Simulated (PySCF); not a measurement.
Species: GaBr (singlet state).
Geometry (PBE0-D3(BJ)/def2-TZVP, Å), atoms numbered from 1 in this order:
```
atom  x, y, z in Å
Ga1    1.1957   -0.0287    0.0018
Br2   -1.1782   -0.0001   -0.0139
```

Computed, not measured: PBE0-D3(BJ)/def2-TZVP geometry optimisation, gas phase (PySCF).

Masses are those of the commonest isotopes; rigid-rotor values at the optimised geometry. 

Problem. What are the moment of inertia and the rotational constant?

Solution. I = 207.378 u·Å², B = 505379 MHz·u·Å²/I = 2437 MHz (0.0813 cm⁻¹, or 0.117 K as hB/k). For two atoms I = μr² with μ = 36.7921 u and r = 2.3741 Å.

Problem. List the first levels of a rigid rotor in a Σ state.

Solution. E(J) = BJ(J+1): J = 1: 0.163, J = 2: 0.488, J = 3: 0.975, J = 4: 1.626, J = 5: 2.439, J = 6: 3.414 cm⁻¹.

Problem. Where do the first rotational lines fall?

Solution. The dipole is 2.49 D; J+1 ← J lies at 2B(J+1): 1 ← 0 at 4.87 GHz, 2 ← 1 at 9.75 GHz, 3 ← 2 at 14.62 GHz, 4 ← 3 at 19.50 GHz, 5 ← 4 at 24.37 GHz, 6 ← 5 at 29.24 GHz.

Stationary, but not proved a minimum. No vibrational averaging or centrifugal distortion is included, and the geometry carries the error of its method.
